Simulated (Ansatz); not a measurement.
Calculated with Ansatz (gas phase, PBE0-D4/def2-TZVP geometries, no zero-point term in ΔE). CBS: MP2 limit from def2 TZ/QZ plus the TZ coupled-cluster correction, frozen cores. This one scheme is used for every species. DFT in def2-TZVPP. HSE06 is defined as in plane-wave codes. For Zn outer-core shells are correlated without core-valence functions, which leaves a few kJ/mol of doubt a bond. Scalar relativity is left out up to krypton. One conformer a species, not always the lowest.

Reaction (cleavage of the Zn–Si bond): `[CH3][Zn][SiH2]Cl` + `[SiH3]S` → `[CH3][Zn][S][SiH3]` + `[SiH3]Cl`

(1) Is it downhill or uphill in electronic energy at CCSD(T)/CBS, and by how much? (Estimate.)

(2) What do these levels give: HSE06-D4, PBE-QIDH, HF/def2-SVP, CCSD/def2-SVP, HF/def2-TZVPP, CCSD/def2-TZVPP? (Best estimate.)

Largest T1 diagnostic among the species: 0.013.

Results:

(1) The calculation gave: Downhill: ΔE = -0.98 eV.

(2) The calculation gave: HSE06-D4 -0.87, PBE-QIDH -0.97, HF/def2-SVP -1.03, CCSD/def2-SVP -0.93, HF/def2-TZVPP -1.06, CCSD/def2-TZVPP -0.95 eV.

Leaving LDA and LC-ωPBE aside and taking each functional with its dispersion term where it has one, the values, not all of them listed here, spread over 0.17 eV, from BHLYP-D4 to PBE-D4. From BLYP to BHLYP (50 % exact exchange), in def2-TZVPP and without D4, ΔE moves by −0.15 eV. At CCSD(T), def2-SVP lies +0.05 eV from the extrapolated value and def2-TZVPP +0.03 eV.
